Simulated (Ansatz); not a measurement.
Geometry optimisation, Ansatz 0.2.0, RKS r2SCANh-D4/STO-3G.

Input:

```yaml
crystal:
  periodic: [false, false, false]
  atoms:
    - { symbol: F, position_ang: [-1.1278, 1.4168, 0.8074] }
    - { symbol: C, position_ang: [-0.1259, 0.7135, 1.1802] }
    - { symbol: O, position_ang: [-0.554, -0.4878, 1.8529] }
    - { symbol: C, position_ang: [-0.4429, -1.1589, 0.5927] }
    - { symbol: "N", position_ang: [0.4061, -0.1527, 0.1227] }
    - { symbol: Si, position_ang: [0.6525, 0.3348, -1.4541] }
    - { symbol: H, position_ang: [0.6566, 1.2792, 1.7493] }
    - { symbol: H, position_ang: [-0.0635, -2.1617, 0.6612] }
    - { symbol: H, position_ang: [-1.5123, -1.177, 0.1881] }
    - { symbol: H, position_ang: [-0.6434, 0.6809, -2.0424] }
    - { symbol: H, position_ang: [1.5705, 1.474, -1.4525] }
    - { symbol: H, position_ang: [1.261, -0.8163, -2.1716] }
basis:
  gaussian: { orbitals: STO-3G }
hamiltonian:
  xc: r2scanh
  dispersion: d4
relax:
  f_tol: 0.02
  max_steps: 40
scf:
  lower_state_search: "off"
```

Run as:

```bash
$ ansatz run input.yaml --threads 1 --pin off --max-ram 2048MiB --backend cpu --events-out ev --progress --plain --runs-dir out
```

**Question.** Where does it end, and by what steps?

**Answer.** It converged. Limits of this set-up: minimal basis. After 10 steps the energy has fallen by 1.233 eV; F1 moved furthest, 0.53 Å.

```csv
step,energy less start (eV),largest force component (eV/Å),accepted
0,0.0000,5.234,yes
1,-1.0194,1.713,yes
2,-1.1613,0.545,yes
3,-1.1824,0.592,yes
4,-1.2089,0.248,yes
5,-1.2159,0.160,yes
6,-1.2193,0.345,yes
7,-1.2305,0.207,yes
8,-1.2329,0.053,yes
9,-1.2332,0.034,yes
10,-1.2333,0.011,yes
```

```xyz
12
Properties=species:S:1:pos:R:3
F -0.756 1.771 0.676
C -0.047 0.707 1.229
O -0.939 -0.369 1.734
C -0.468 -1.233 0.620
N 0.586 -0.223 0.209
Si 0.578 0.353 -1.489
H 0.651 1.110 2.017
H -0.050 -2.199 0.984
H -1.271 -1.448 -0.127
H -0.754 0.597 -2.000
H 1.358 1.563 -1.538
H 1.191 -0.685 -2.281
```

Whether the end is a true minimum wasn't checked by a vibrational analysis.

Run time: 48 s on 1 thread of Arm Neoverse V1 (shared host), peak memory 0.19 GiB.
